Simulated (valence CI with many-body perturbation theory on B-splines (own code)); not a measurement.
## Hf33+: E2, M1 decay

Calculated by relativistic CI+MBPT: three valence electrons over a frozen Dirac-Fock core [Kr], radial functions for each j: 9 s, 9 p, 10 d, 8 f, 5 g, 3 h, 1 i, with the one-electron correlation potential Σ1, the two-electron term Σ2, the three-electron term Σ3, Breit, model QED; selected CI, second order for the rest (own B-spline code, finite nucleus).

The last digits are not significant, and no measured levels were compared; by estimate large intervals hold to a few tenths of a per cent, small ones and those within an open d or f shell to about a per cent. Only levels of the ground parity were solved; by the run's estimate the other parity begins above the list, which can be wrong where configurations are misplaced.

Lines 1 to 50 of 57 in falling wavelength, among levels below 461840 cm⁻¹, chosen from the decays that carry over 1 % of a level's rate. Wavelengths and rates use the calculated energies. Electric multipoles are in the length gauge, E1 and E2 with the static RPA response of the core. S is in atomic units (e²a₀⁴ for E2 and M2, e²a₀⁶ for E3), for M1 in squared Bohr magnetons. Weak lines are less certain than strong ones. Lines between different terms over intervals too small for the method are left out, as are lines whose strength nearly cancels. The highest levels of a list are the least certain.

Levels are named by their leading jj configuration (3d3/2^4 stands for four electrons in 3d with j = 3/2), which in mixed levels can hold well under half, so a name can repeat and another be missing. Letters in brackets count levels of one name in rising energy.

| λ vac (Å) | Upper | Lower | Type | A (s⁻¹) | S (a.u.) |
| --- | --- | --- | --- | --- | --- |
| 29140 | (4d3/2^2 4d5/2) J=9/2 | (4d3/2^2 4d5/2) J=7/2 | M1 | 3.24e-01 | 2.97e+00 |
| 3472 | (4d3/2^2 4d5/2) J=7/2 | (4d3/2^2 4d5/2) J=5/2 [a] | M1 | 3.82e+02 | 4.74e+00 |
| 2825 | (4d3/2 4d5/2^2) J=5/2 [b] | (4d3/2 4d5/2^2) J=3/2 [a] | M1 | 3.20e+02 | 1.60e+00 |
| 1590 | (4d3/2 4d5/2^2) J=3/2 [a] | (4d3/2^2 4d5/2) J=5/2 [b] | M1 | 7.42e+02 | 4.42e-01 |
| 1555 | (4d3/2^2 4d5/2) J=5/2 [b] | (4d3/2^2 4d5/2) J=7/2 | M1 | 2.56e+02 | 2.14e-01 |
| 1521 | (4d5/2^3) J=3/2 | (4d3/2 4d5/2^2) J=3/2 [b] | M1 | 1.27e+03 | 6.61e-01 |
| 1493 | (4d3/2 4d5/2^2) J=7/2 [b] | (4d3/2 4d5/2^2) J=7/2 [a] | M1 | 6.53e+02 | 6.45e-01 |
| 1352 | (4d3/2^2 4d5/2) J=5/2 [b] | (4d3/2^2 4d5/2) J=3/2 | M1 | 1.84e+03 | 1.01e+00 |
| 1265 | (4d3/2 4d5/2^2) J=5/2 [a] | (4d3/2^2 4d5/2) J=5/2 [b] | M1 | 4.78e+03 | 2.15e+00 |
| 1207 | (4d3/2 4d5/2^2) J=3/2 [b] | (4d3/2 4d5/2^2) J=1/2 | M1 | 1.94e+03 | 5.06e-01 |
| 1096 | (4d3/2 4d5/2^2) J=3/2 [b] | (4d3/2 4d5/2^2) J=3/2 [a] | M1 | 3.18e+03 | 6.22e-01 |
| 1074 | (4d3/2^2 4d5/2) J=5/2 [b] | (4d3/2^2 4d5/2) J=5/2 [a] | M1 | 4.59e+02 | 1.27e-01 |
| 1052 | (4d5/2^3) J=5/2 | (4d3/2 4d5/2^2) J=3/2 [b] | M1 | 3.37e+03 | 8.72e-01 |
| 1018 | (4d3/2 4d5/2^2) J=5/2 [b] | (4d3/2^2 4d5/2) J=5/2 [b] | M1 | 8.69e+03 | 2.04e+00 |
| 1010 | (4d5/2^3) J=9/2 | (4d3/2 4d5/2^2) J=11/2 | M1 | 2.18e+03 | 8.33e-01 |
| 986.2 | (4d3/2 4d5/2^2) J=7/2 [a] | (4d3/2^2 4d5/2) J=7/2 | M1 | 1.04e+04 | 2.96e+00 |
| 982.2 | (4d3/2^2 4d5/2) J=5/2 [a] | (4d3/2^3) J=3/2 | M1 | 2.79e+04 | 5.87e+00 |
| 960.9 | (4d3/2 4d5/2^2) J=7/2 [b] | (4d3/2^2 4d5/2) J=5/2 [b] | M1 | 1.84e+03 | 4.84e-01 |
| 906.7 | (4d3/2 4d5/2^2) J=9/2 | (4d3/2^2 4d5/2) J=9/2 | M1 | 2.00e+04 | 5.51e+00 |
| 879.3 | (4d3/2 4d5/2^2) J=9/2 | (4d3/2^2 4d5/2) J=7/2 | M1 | 1.24e+04 | 3.13e+00 |
| 826.6 | (4d3/2^2 4d5/2) J=3/2 | (4d3/2^3) J=3/2 | M1 | 2.32e+04 | 1.95e+00 |
| 822.6 | (4d5/2^3) J=3/2 | (4d3/2 4d5/2^2) J=5/2 [b] | M1 | 2.10e+03 | 1.73e-01 |
| 819.4 | (4d3/2 4d5/2^2) J=3/2 [a] | (4d3/2^2 4d5/2) J=1/2 | M1 | 7.38e+03 | 6.02e-01 |
| 780.3 | (4d5/2^3) J=9/2 | (4d3/2 4d5/2^2) J=9/2 | M1 | 2.85e+04 | 5.02e+00 |
| 768.0 | (4d3/2 4d5/2^2) J=7/2 [a] | (4d3/2^2 4d5/2) J=5/2 [a] | M1 | 4.62e+04 | 6.20e+00 |
| 767.0 | (4d3/2 4d5/2^2) J=1/2 | (4d3/2^2 4d5/2) J=1/2 | M1 | 4.28e+04 | 1.43e+00 |
| 765.6 | (4d3/2^2 4d5/2) J=7/2 | (4d3/2^3) J=3/2 | E2 | 6.84e+00 | 1.29e-02 |
| 736.5 | (4d3/2^2 4d5/2) J=1/2 | (4d3/2^3) J=3/2 | M1 | 8.68e+03 | 2.57e-01 |
| 730.8 | (4d3/2 4d5/2^2) J=3/2 [a] | (4d3/2^2 4d5/2) J=3/2 | M1 | 4.33e+04 | 2.51e+00 |
| 717.3 | (4d3/2 4d5/2^2) J=11/2 | (4d3/2^2 4d5/2) J=9/2 | M1 | 1.40e+04 | 2.29e+00 |
| 711.9 | (4d5/2^3) J=9/2 | (4d3/2 4d5/2^2) J=7/2 [a] | M1 | 4.00e+04 | 5.35e+00 |
| 710.4 | (4d5/2^3) J=3/2 | (4d3/2 4d5/2^2) J=5/2 [a] | M1 | 2.64e+04 | 1.40e+00 |
| 697.4 | (4d3/2 4d5/2^2) J=5/2 [a] | (4d3/2^2 4d5/2) J=7/2 | M1 | 1.91e+03 | 1.44e-01 |
| 689.3 | (4d5/2^3) J=5/2 | (4d3/2 4d5/2^2) J=7/2 [b] | M1 | 1.04e+04 | 7.55e-01 |
| 688.8 | (4d3/2 4d5/2^2) J=1/2 | (4d3/2^2 4d5/2) J=3/2 | M1 | 2.28e+03 | 5.54e-02 |
| 672.8 | (4d5/2^3) J=3/2 | (4d3/2 4d5/2^2) J=1/2 | M1 | 1.65e+04 | 7.45e-01 |
| 662.8 | (4d5/2^3) J=5/2 | (4d3/2 4d5/2^2) J=5/2 [b] | M1 | 1.74e+04 | 1.13e+00 |
| 653.4 | (4d3/2 4d5/2^2) J=5/2 [a] | (4d3/2^2 4d5/2) J=3/2 | M1 | 2.30e+04 | 1.43e+00 |
| 649.0 | (4d3/2 4d5/2^2) J=3/2 [b] | (4d3/2^2 4d5/2) J=5/2 [b] | M1 | 2.52e+04 | 1.02e+00 |
| 641.0 | (4d3/2 4d5/2^2) J=3/2 [a] | (4d3/2^2 4d5/2) J=5/2 [a] | M1 | 2.08e+04 | 8.14e-01 |
| 637.1 | (4d5/2^3) J=3/2 | (4d3/2 4d5/2^2) J=3/2 [a] | M1 | 2.73e+04 | 1.04e+00 |
| 615.0 | (4d3/2 4d5/2^2) J=5/2 [b] | (4d3/2^2 4d5/2) J=7/2 | M1 | 1.25e+04 | 6.48e-01 |
| 606.2 | (4d3/2 4d5/2^2) J=7/2 [b] | (4d3/2^2 4d5/2) J=9/2 | M1 | 7.17e+03 | 4.74e-01 |
| 593.9 | (4d3/2 4d5/2^2) J=7/2 [b] | (4d3/2^2 4d5/2) J=7/2 | M1 | 7.33e+03 | 4.55e-01 |
| 588.0 | (4d5/2^3) J=5/2 | (4d3/2 4d5/2^2) J=5/2 [a] | M1 | 2.48e+04 | 1.12e+00 |
| 580.7 | (4d3/2 4d5/2^2) J=5/2 [a] | (4d3/2^2 4d5/2) J=5/2 [a] | M1 | 3.48e+03 | 1.52e-01 |
| 536.9 | (4d5/2^3) J=5/2 | (4d3/2 4d5/2^2) J=3/2 [a] | M1 | 3.01e+04 | 1.04e+00 |
| 522.5 | (4d3/2 4d5/2^2) J=5/2 [b] | (4d3/2^2 4d5/2) J=5/2 [a] | M1 | 1.42e+03 | 4.52e-02 |
| 513.0 | (4d3/2^2 4d5/2) J=5/2 [b] | (4d3/2^3) J=3/2 | M1 | 3.17e+03 | 9.52e-02 |
| 507.1 | (4d3/2 4d5/2^2) J=7/2 [b] | (4d3/2^2 4d5/2) J=5/2 [a] | M1 | 1.67e+03 | 6.45e-02 |
